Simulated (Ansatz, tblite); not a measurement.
Forces on the cluster NbSe₂ at its r2SCAN-D4/def2-TZVP geometry. The state is a doublet with charge 0.

In the def2 sets Nb takes a core potential; there is no spin–orbit coupling. The xTB rows come from tblite. At PBE-D4/def2-TZVP the charge 0 doublet is spin-contaminated (final ⟨S²⟩ up to 1.74, 0.75 for a pure state). Another isomer (quartet) lies 0.54 eV lower at PBE0-D4/def2-TZVP; other spin states weren't run for this one.

GFN1-xTB (tblite), largest force 0.94 eV/Å:

```xyz
3
positions Å, forces eV/Å
Nb    0.955    0.672   -0.853   -0.623   -0.438    0.557
Se   -1.179   -0.503   -0.491    0.464    0.255   -0.078
Se    0.224   -0.169    1.344    0.159    0.183   -0.480
```

GFN2-xTB (tblite), largest force 1.18 eV/Å:

```
Nb 0.779 0.548 -0.696
Se -0.690 -0.346 -0.045
Se -0.089 -0.202 0.740
```

PBE-D4/def2-TZVP (Ansatz), largest force 0.19 eV/Å:

```
Nb 0.040 0.028 -0.034
Se -0.134 -0.041 -0.132
Se 0.095 0.014 0.166
```
